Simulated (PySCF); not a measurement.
Isomers of C8H11F.

All values: PBE0/pcSseg-1 (PySCF) at GFN2-xTB geometries, gas phase, one conformer each.

**Question.** Rank by the highest IAO charge on any atom, highest value first.
A. `[CH3:1][CH2:2][C@@H:3]1[C@H:4]2[CH:5]=[C:6]([F:7])[CH2:8][C@@H:9]12` with C1–C2–C3–C4 154°
B. `[F:1][CH2:2][CH2:3][CH:4]1[CH:5]=[CH:6][CH2:7][CH:8]=[CH:9]1` with F1–C2–C3–C4 180°, C2–C3–C4–C5 62°
C. `C/C=C1/C(=C/C)C[C@@H]1F`
D. `[CH:1]#[C:2][C@H:3]([CH2:4][F:5])/[C:6]([CH3:7])=[CH:8]/[CH3:9]` with C2–C3–C4–F5 71°, C2–C3–C6–C7 55°

**Answer.** A (+0.278 e), D (+0.201 e), C (+0.169 e), B (+0.153 e).

**Question.** Rank by the highest Hirshfeld charge on any atom, lowest value first.
A. `[CH2:1]=[C:2]=[CH:3][C@@H:4]1[CH2:5][C@H:6]([CH3:7])[C@H:8]1[F:9]` with C2–C3–C4–C5 -130°, C3–C4–C5–C6 -132°, C4–C5–C6–C7 133°, C5–C6–C8–F9 -131°, C3–C4–C8–C6 133°
B. `[F:1][CH2:2][C@H:3]1[C@@H:4]2[CH:5]=[CH:6][C@H:7]1[CH2:8][CH2:9]2` with F1–C2–C3–C4 170°
C. `[CH:1]#[C:2][C@H:3]([CH2:4][F:5])/[C:6]([CH3:7])=[CH:8]/[CH3:9]` with C2–C3–C4–F5 71°, C2–C3–C6–C7 55°

**Answer.** B (+0.050 e), A (+0.063 e), C (+0.091 e).

All values together:

| SMILES | μ (D) | HOMO (eV) | LUMO (eV) | lowest IAO charge (e) | highest IAO charge (e) | lowest Hirshfeld charge (e) | highest Hirshfeld charge (e) |
| --- | --- | --- | --- | --- | --- | --- | --- |
| C/C=C1/C(=C/C)C[C@@H]1F | 1.78 | -6.29 | -0.97 | -0.425 (C) | +0.169 (C) | -0.124 (F) | +0.061 (C) |
| FC[C@H]1[C@@H]2C=C[C@H]1CC2 | 1.93 | -7.08 | 0.33 | -0.333 (F) | +0.152 (H) | -0.128 (F) | +0.050 (H) |
| C#C[C@H](CF)/C(C)=C/C | 2.43 | -7.12 | 0.23 | -0.435 (C) | +0.201 (H) | -0.121 (F/C) | +0.091 (H) |
| C=CC(=C)C(=C)CCF | 1.75 | -6.82 | -1.04 | -0.332 (F) | +0.156 (H) | -0.128 (F) | +0.049 (H) |
| C=C=C[C@H](/C=C\C)CF | 2.02 | -7.02 | 0.00 | -0.429 (C) | +0.173 (H) | -0.120 (C) | +0.056 (H) |
| C=C=C[C@@H]1C[C@H](C)[C@H]1F | 1.67 | -7.27 | 0.32 | -0.422 (C) | +0.180 (C) | -0.125 (F) | +0.063 (C) |
| CC[C@@H]1[C@H]2C=C(F)C[C@H]21 | 1.87 | -6.50 | 0.59 | -0.416 (C) | +0.278 (C) | -0.118 (C) | +0.083 (C) |
| C=C=C1CCC[C@H]1CF | 1.74 | -7.08 | 0.25 | -0.366 (C) | +0.168 (H) | -0.124 (F) | +0.054 (H) |
| FCCC1C=CCC=C1 | 2.14 | -6.96 | 0.20 | -0.334 (F) | +0.153 (H) | -0.132 (F) | +0.048 (H) |

Conformers: `[F:1][CH2:2][C@H:3]1[C@@H:4]2[CH:5]=[CH:6][C@H:7]1[CH2:8][CH2:9]2` with F1–C2–C3–C4 170°; `[CH:1]#[C:2][C@H:3]([CH2:4][F:5])/[C:6]([CH3:7])=[CH:8]/[CH3:9]` with C2–C3–C4–F5 71°, C2–C3–C6–C7 55°; `[CH2:1]=[CH:2][C:3](=[CH2:4])[C:5](=[CH2:6])[CH2:7][CH2:8][F:9]` with C1–C2–C3–C4 175°, C2–C3–C5–C6 -65°, C3–C5–C7–C8 -69°, C5–C7–C8–F9 177°; `[CH2:1]=[C:2]=[CH:3][C@H:4](/[CH:5]=[CH:6]\[CH3:7])[CH2:8][F:9]` with C2–C3–C4–C5 -120°, C3–C4–C5–C6 102°, C3–C4–C8–F9 60°; `[CH2:1]=[C:2]=[CH:3][C@@H:4]1[CH2:5][C@H:6]([CH3:7])[C@H:8]1[F:9]` with C2–C3–C4–C5 -130°, C3–C4–C5–C6 -132°, C4–C5–C6–C7 133°, C5–C6–C8–F9 -131°, C3–C4–C8–C6 133°; `[CH3:1][CH2:2][C@@H:3]1[C@H:4]2[CH:5]=[C:6]([F:7])[CH2:8][C@@H:9]12` with C1–C2–C3–C4 154°; `[CH2:1]=[C:2]=[C:3]1[CH2:4][CH2:5][CH2:6][C@H:7]1[CH2:8][F:9]` with C6–C7–C8–F9 -69°, C2–C3–C4–C5 168°, C3–C4–C5–C6 31°, C4–C5–C6–C7 -38°, C5–C6–C7–C8 -88°; `[F:1][CH2:2][CH2:3][CH:4]1[CH:5]=[CH:6][CH2:7][CH:8]=[CH:9]1` with F1–C2–C3–C4 180°, C2–C3–C4–C5 62°.
